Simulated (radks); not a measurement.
Results of a calculation; reference values are marked as such.
Be2+, configuration [He].

Level of theory: scalar-relativistic Kohn-Sham, PBE, spin-unpolarised, spherical densities, finite nucleus; Fermi nuclear charge, rms radius 2.519 fm (a radial shooting solver on a logarithmic mesh with Libxc functionals).

Energy parts (hartree):
total: -13.62232
kinetic: 13.58377
electron-nucleus: -29.46158
Hartree: 4.53052
exchange-correlation: -2.27503

Orbitals (lengths in bohr, moments of r in powers of bohr; <r^-3> diverges for s and p1/2):
\begin{tabular}{lrrrrr}
orbital & occ. & eigenvalue (hartree) & <r^-3> & <1/r> & <r^2> \\ \hline
1s & 2 & -4.86130 & - & 3.683 & 0.2370 \\
\end{tabular}

The highest occupied level is 1s at -132.28 eV. The electron density at the nucleus is 34.98 e/bohr^3 (large components only). The density falls to 0.001 e/bohr^3 at r = 1.47 bohr.
